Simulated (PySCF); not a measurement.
GeH2I2, SMILES [I][GeH2][I].

The structure is a stationary point at B3LYP-D3(BJ)/def2-SVP. The def2 effective core potentials stand for the cores of I; spin–orbit coupling is left out.

Computed with PBE/def2-TZVPD (PySCF).

Gas-phase values at a fixed geometry.

```json
{
 "total_energy": "-2673.35502 hartree",
 "point_group": "C2v",
 "highest_occupied_level": "-6.59 eV",
 "lowest_empty_level": "-2.91 eV",
 "orbital_gap": "3.67 eV",
 "dipole_moment": "1.20 D",
 "quadrupole, principal values (traceless, Buckingham form, about the centre of nuclear charge)": "-1.70, -1.54, 3.24 D·Å",
 "mean_static_polarisability": "110.3 bohr³ (16.35 Å³)",
 "polarisability_principal_values": "85.7, 99.2, 146.1 bohr³"
}
```
